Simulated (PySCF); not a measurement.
C₆H₇P.
Atom-mapped SMILES: `[PH2:1][c:2]1[cH:3][cH:4][cH:5][cH:6][cH:7]1`

NICS is the negative of the GIAO shielding at a point without a nucleus: at the ring centre (0) and 1 Å above and below it (1); zz is the component along the ring normal. Level: GIAO PBE0/pcSseg-1 (PySCF, non-relativistic, gas phase) on the GFN2-xTB geometry, one conformer.

Ring bond lengths (Å), with Mayer bond orders in brackets: C2–C3 1.391 (1.40), C3–C4 1.383 (1.45), C4–C5 1.385 (1.43), C5–C6 1.385 (1.43), C6–C7 1.382 (1.45), C7–C2 1.391 (1.40).

Task: What do the NICS probes read (ppm)?

Result: 
```json
{"ring": "C2–C3–C4–C5–C6–C7", "type": "6-membered carbocycle; formal bonds all aromatic", "NICS(0)": "-7.9", "NICS(1), two faces": "-10.8 / -10.9", "NICS(1)zz, two faces": "-27.4 / -27.4", "rms pucker (Å)": "0.01", "centre to ring atoms, mean (Å)": "1.39"}
```

Task: What can be read from them?

Result: 
- C2–C3–C4–C5–C6–C7: mean NICS(1)zz -27.4 ppm, shielded, aromatic by this magnetic criterion (flat ring, no four-coordinate atom).

Task: And the bond-length index? HOMA takes Krygowski's 1993 parameters.

Result: 
- C2–C3–C4–C5–C6–C7: HOMA 1.00 = 1 − EN − GEO, with mean bond length 1.386 Å, EN = α(Ropt − mean)² = 0.001 and GEO = α × variance = 0.003. The geometric and the magnetic index point the same way.

Task: At the first NICS(1) probe listed for ring C2–C3–C4–C5–C6–C7, 1 Å off the ring, what do the in-plane components average?

Result: The isotropic value is a third of the trace: (3 × -10.8 − (-27.4))/2 = -2.5 ppm.

Task: Give the inner angles of the rings and the Hirshfeld charges of the ring atoms.

Result: 
- C2–C3–C4–C5–C6–C7: C2 119.3° (-0.049 e), C3 120.2° (-0.055 e), C4 120.1° (-0.046 e), C5 119.9° (-0.051 e), C6 120.1° (-0.046 e), C7 120.3° (-0.055 e); sum 720.0° against 720° for a flat convex ring.

Shape of the structure used: `[PH2:1][c:2]1[cH:3][cH:4][cH:5][cH:6][cH:7]1`: H–P1–C2–C3 138°, H–P1–C2–C3 45°.
